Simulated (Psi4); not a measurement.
H$_{4}$O$_{4}$Sn (SMILES [OH][Sn]([OH])([OH])[OH]), singlet, at a GFN2-xTB geometry (such geometries of metal compounds can be far from the true shape) (core potentials on Sn); HF/def2-QZVPP run with Psi4.

Psi4 was given this input:
```
memory 2 GB

molecule {
0 1
  O     0.46144381    1.52266363   -1.01594531
  Sn    0.00000000   -0.00000000    0.00000000
  O    -1.24842227    0.33811026    1.37502840
  O    -0.79422639   -1.23926928   -1.18194581
  O     1.58120484   -0.62150462    0.82286272
  H    -0.13245509    1.71381977   -1.74347321
  H    -0.86453641    0.64352020    2.19838121
  H    -1.38239589   -1.87049727   -0.76461947
  H     2.37938740   -0.48684270    0.30971148
}

set basis def2-qzvpp

energy('scf')
print_variables()
```

Task: Predict the main parts of the log of this Psi4 run.

Result: 
```
   => Loading Basis Set <=

    Name: DEF2-QZVPP
    Role: ORBITAL
    Keyword: BASIS

    !!!  WARNING: ECP capability is in beta. Please check occupations closely.  !!!

         ---------------------------------------------------------
                                   SCF
               by Justin Turney, Rob Parrish, Andy Simmonett
                          and Daniel G. A. Smith
                              RHF Reference
         ---------------------------------------------------------

  ==> Geometry <==

    Molecular point group: c1
    Full point group: C1

    Geometry (in Angstrom), charge = 0, multiplicity = 1:

       Center              X                  Y                   Z               Mass
    ------------   -----------------  -----------------  -----------------  -----------------
         O            0.461443810798     1.522663630851    -1.015945310054    15.994914619570
         SN           0.000000000798     0.000000000851    -0.000000000054   119.902201630000
         O           -1.248422269202     0.338110260851     1.375028399946    15.994914619570
         O           -0.794226389202    -1.239269279149    -1.181945810054    15.994914619570
         O            1.581204840798    -0.621504619149     0.822862719946    15.994914619570
         H           -0.132455089202     1.713819770851    -1.743473210054     1.007825032230
         H           -0.864536409202     0.643520200851     2.198381209946     1.007825032230
         H           -1.382395889202    -1.870497269149    -0.764619470054     1.007825032230
         H            2.379387400798    -0.486842699149     0.309711479946     1.007825032230

  Running in c1 symmetry.

  Rotational constants: A =      0.10332  B =      0.10332  C =      0.09471 [cm^-1]
  Rotational constants: A =   3097.41137  B =   3097.41136  C =   2839.20164 [MHz]
  Nuclear repulsion =  315.386433857253564

  Charge       = 0
  Multiplicity = 1
  Electrons    = 58
  Nalpha       = 29
  Nbeta        = 29

  ==> Algorithm <==

  SCF Algorithm Type is DF.
  DIIS enabled.
  MOM disabled.
  Fractional occupation disabled.
  Guess Type is SAD.
  Energy threshold   = 1.00e-06
  Density threshold  = 1.00e-06
  Integral threshold = 1.00e-12

  ==> Primary Basis <==

  Basis Set: DEF2-QZVPP
    Blend: DEF2-QZVPP
    Number of shells: 130
    Number of basis functions: 430
    Number of Cartesian functions: 532
    Spherical Harmonics?: true
    Max angular momentum: 4

  Core potential: DEF2-QZVPP
[...]

                           Total Energy        Delta E     RMS |[F,P]|

   @DF-RHF iter SAD:  -512.29300319473555   -5.12293e+02   0.00000e+00
   @DF-RHF iter   1:  -514.94865553526074   -2.65565e+00   2.50722e-03 ADIIS/DIIS
   @DF-RHF iter   2:  -515.20774353712466   -2.59088e-01   1.67311e-03 ADIIS/DIIS
   @DF-RHF iter   3:  -515.36645144974318   -1.58708e-01   1.25058e-04 ADIIS/DIIS
   @DF-RHF iter   4:  -515.36769581762110   -1.24437e-03   4.69781e-05 DIIS
   @DF-RHF iter   5:  -515.36792086821254   -2.25051e-04   8.90501e-06 DIIS
   @DF-RHF iter   6:  -515.36793742932582   -1.65611e-05   2.58365e-06 DIIS
   @DF-RHF iter   7:  -515.36793907232845   -1.64300e-06   9.29964e-07 DIIS
   @DF-RHF iter   8:  -515.36793922804713   -1.55719e-07   4.38813e-07 DIIS
  Energy and wave function converged.

  ==> Post-Iterations <==

    Orbital Energies [Eh]
    ---------------------

    Doubly Occupied:

[...]
    Virtual:

[...]
    Final Occupation by Irrep:
              A
    DOCC [    29 ]
    NA   [    29 ]
    NB   [    29 ]

  @DF-RHF Final Energy:  -515.36793922804713

   => Energetics <=

    Nuclear Repulsion Energy =            315.3864338572535644
    One-Electron Energy =               -1422.7751248898916856
    Two-Electron Energy =                 592.0207518045911002
    Total Energy =                       -515.3679392280471347

Computation Completed

Properties will be evaluated at   0.000000,   0.000000,   0.000000 [a0]

Properties computed using the SCF density matrix

 Multipole Moments:

 ------------------------------------------------------------------------------------
     Multipole            Electronic (a.u.)      Nuclear  (a.u.)        Total (a.u.)
 ------------------------------------------------------------------------------------

 L = 1.  Multiply by 2.5417464519 to convert [e a0] to [Debye]
 Dipole X            :         -0.0000129           -0.0000000           -0.0000129
 Dipole Y            :         -0.0000034           -0.0000001           -0.0000035
 Dipole Z            :          0.0000108            0.0000000            0.0000108
 Magnitude           :                                                    0.0000172

 ------------------------------------------------------------------------------------

  Variable Map:
  ----------------------------------------------------------------------------
[...]
  Array Variable Map:
  ----------------------------------------------------------------------------
[...]
[...]
```
